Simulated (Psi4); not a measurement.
H$_{6}$B$_{3}$N$_{3}$, charge +1, doublet, at a GFN2-xTB geometry (a state made from the parent by changing its charge; the spin is typed, not shown lowest). Base run: M06-2X/STO-3G (Psi4 1.11).

Geometry (Å):
```xyz
12

B      0.9811    -1.0599    -0.0499
N      1.3749     0.2906     0.1823
B      0.3924     1.2844     0.3096
N     -0.9651     1.0362     0.0551
B     -1.4021    -0.3006    -0.1794
N     -0.3876    -1.2710    -0.3206
H      1.7892    -1.9065    -0.0305
H      2.3552     0.4880     0.3271
H      0.7005     2.3289     0.7655
H     -1.6602     1.7674     0.1089
H     -2.5477    -0.5246    -0.2662
H     -0.6503    -2.1643    -0.7236
```
Charge +1, spin multiplicity 2.
Orbitals are unrestricted.
All else is at Psi4's defaults (density fitting).
Base energy -239.29340 Eh.

Variants of this job, named by their change:

```tsv
change	ΔE vs base (µEh)	SCF cycles	grid points	basis functions
base	0.0	10	251293	36
dft_spherical_points = 194	-300	10	161626	36
dft_pruning_scheme = robust	-8.4	10	170521	36
df_basis_scf = cc-pvqz-jkfit	1133	10	251293	36
cholesky_tolerance = 1e-6 (with scf_type cd)	1222	10	251293	36
basis_guess = true	0.0	9	251293	36
cholesky_tolerance = 1e-3 (with scf_type cd)	4195	10	251293	36
dft_pruning_scheme = treutler	27.4	10	135673	36
guess = sap	0.0	12	251293	36
dft_spherical_points = 110	-50.1	10	91759	36
guess = sapgau	0.0	12	251293	36
dft_nuclear_scheme = becke	-8.4	10	249028	36
d_convergence = 1e-8	0.0	15	251293	36
```

Open shells are given as the SCF converged; they aren't shown to be the lowest states, and a large step between rows can be another state.
